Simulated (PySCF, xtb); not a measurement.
C3H7BFNO, SMILES C/C=C/OB(N)F. Other conformers were not sampled.

Harmonic wavenumbers (cm⁻¹) from GFN2-xTB run with xtb at its own minimum, in rising order: 66, 94, 110, 169, 284, 301, 302, 435, 476, 484, 502, 531, 741, 814, 830, 958, 992, 1043, 1132, 1150, 1239, 1267, 1303, 1383, 1403, 1478, 1486, 1511, 1727, 2996, 3013, 3033, 3046, 3086, 3543, 3591.

**Question.** What does r2SCAN-D4/def2-SVP in PySCF give at its own minimum? (Estimate from the structure and the level; the computed values follow.)

**Answer.** 71, 80, 123, 213, 299, 303, 330, 359, 498, 532, 538, 645, 814, 865, 875, 937, 955, 1043, 1136, 1209, 1274, 1332, 1387, 1415, 1439, 1448, 1465, 1599, 1755, 3014, 3086, 3125, 3155, 3161, 3635, 3750. Paired by order, the mean absolute difference is 48 cm⁻¹ and the zero-point energies are 66.5 and 68.4 kcal/mol.
